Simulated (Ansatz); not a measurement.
Molecule: SF, net charge 0, doublet state. 
Structure (B3LYP-D3(BJ)/def2-TZVP (Ansatz, a first-principles code) minimum search):
SMILES: F[S]
```xyz
2

S      0.0000     0.0000    -0.5793
F      0.0000     0.0000     1.0299
```
Charge 0, spin multiplicity 2.

Basis-set convergence of Hartree-Fock and CCSD(T) correlation energies (hartree) with Ansatz. Valence correlation only, unless marked. Open shells are spin-unrestricted. No spin-orbit coupling. No relativistic terms.

```csv
basis,functions,E(HF),"E(corr, CCSD(T))"
def2-SVPD,50,-496.70860,-0.33667
def2-TZVPPD,91,-496.96987,-0.43117
def2-QZVPPD,145,-496.98532,-0.46588
```

Extrapolating the two largest sets (X = 3 and 4) as X^-3: E(corr) = (64·(-0.46588) - 27·(-0.43117))/37 = -0.4912 Eh, an estimate of the basis-set limit. The largest set recovers 94.8 % of it, the smallest 68.5 %.
